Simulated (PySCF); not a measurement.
Telling isomers of C$_{5}$H$_{7}$NO$_{2}$ apart by NMR

Non-relativistic, rapidly exchanging positions averaged, no solvent model, single conformer. J couplings at B3LYP/pcJ-1 (spin–dipole term left out of most H,H and C,H couplings); σ from GIAO-PBE0/pcSseg-1; geometry: GFN2-xTB; PySCF 2.14.0 with density-fitted response routines.

Referencing at the same level of theory: $^{1}$H (31.72 ppm) and $^{13}$C (186.93 ppm) against TMS. Multiplet labels drop J under 1 Hz and among equivalent protons, and merge close values. Unscaled 3J(H,H) run several per cent high. Where no couplings were computed, multiplicities follow the n + 1 count of equivalent neighbours, and m marks all less simple cases (inequivalent or close neighbours, rings, F or P nearby). Vicinal couplings that depend on rotamer populations or ring flexing (ring, CH–CH, X–H and H–F types) are those of the one conformer. Acid and N–H amide carbonyl carbons lie up to 10 ppm further downfield in solution (hydrogen bonding). Shifts are as computed. Against solution values, carbons near 30 ppm lie about +3 ppm off and those near 130 ppm about +5 ppm. Of 1211 compounds with measured shifts, 218 miss one by over three times the rms of a fit or turn the order of signals round; such compounds aren't used in these exercises. OH and NH positions are gas-phase values without hydrogen bonding to other molecules.

(1) Tabulate the signals of `CO[C@@]1(C#N)CCO1`, `COC1=C(NC=O)C1`, `N=C1CC(C(=O)O)C1`, `O=CNC1=COCC1`, `C=C(/C=N/C)C(=O)O` and their relative energies.

(2) What is the quickest way to tell O=CNC1=COCC1 from C=C(/C=N/C)C(=O)O?

(3) What is the quickest way to tell CO[C@@]1(C#N)CCO1 from N=C1CC(C(=O)O)C1?

(4) What is the quickest way to tell COC1=C(NC=O)C1 from O=CNC1=COCC1?

Results:

(1) 
| SMILES | carbon types | δC | δH | E rel. (kcal/mol) |
| --- | --- | --- | --- | --- |
| CO[C@@]1(C#N)CCO1 | 2×C 2×CH2 1×CH3 | 119.4, 99.2, 66.2, 53.2, 38.3 | 4.76 (m, 1H), 4.62 (m, 1H), 3.67 (s, 3H), 3.06 (m, 1H), 2.92 (m, 1H) | 35.1 |
| COC1=C(NC=O)C1 | 2×C 1×CH 1×CH2 1×CH3 | 156.4, 116.6, 75.3, 60.0, 18.3 | 8.07 (d, 1H), 6.09 (br, 1H), 4.03 (s, 3H), 2.00 (s, 2H) | 55.1 |
| N=C1CC(C(=O)O)C1 | 2×C 1×CH 2×CH2 | 181.3, 178.6, 46.0, 43.2, 28.2 | 10.69 (br s, 1H), 6.15 (br s, 1H), 3.76 (m, 1H), 3.00 (m, 1H), 2.98 (m, 1H), 2.98 (m, 1H), 2.83 (m, 1H) | 0.0 |
| O=CNC1=COCC1 | 1×C 2×CH 2×CH2 | 157.1, 135.7, 123.6, 72.0, 35.8 | 8.01 (d, 1H), 6.12 (s, 1H), 5.61 (br, 1H), 4.56 (m, 2H), 3.79 (m, 2H) | 4.3 |
| C=C(/C=N/C)C(=O)O | 2×C 1×CH 1×CH2 1×CH3 | 170.7, 160.9, 140.5, 138.9, 51.9 | 8.48 (s, 1H), 7.60 (br s, 1H), 6.89 (br s, 1H), 6.13 (br s, 1H), 3.88 (s, 3H) | 3.8 |

Energies are electronic energies at PBE0/pcSseg-1 on these geometries, without zero-point or thermal terms, each for the one conformer computed, which needn't be the lowest.

(2) Both give the same number of carbon signals, but DEPT or the intensities differ. The first has an sp3 CH2 bonded to O at 72.0 ppm, the second a β carbon of a C=C–C=O unit (CH2) at 140.5 ppm. Their most deshielded carbons lie at 157.1 and 170.7 ppm. In the proton spectra the most deshielded non-exchanging signals are 8.01 (d, 1H) and 8.48 (s, 1H).

(3) Both give the same number of carbon signals, but DEPT or the intensities differ. The first has an sp3 carbon bearing two oxygens (C) at 99.2 ppm, the second a carboxylic acid carbon (C) at 181.3 ppm. Their most deshielded carbons lie at 119.4 and 181.3 ppm. In the proton spectra the most deshielded non-exchanging signals are 4.76 (m, 1H) and 3.76 (m, 1H).

(4) Both give the same number of carbon signals, but DEPT or the intensities differ. The first has a methyl carbon bonded to O (CH3) at 60.0 ppm, the second an sp3 CH2 bonded to O at 72.0 ppm. Their most deshielded carbons lie at 156.4 and 157.1 ppm.
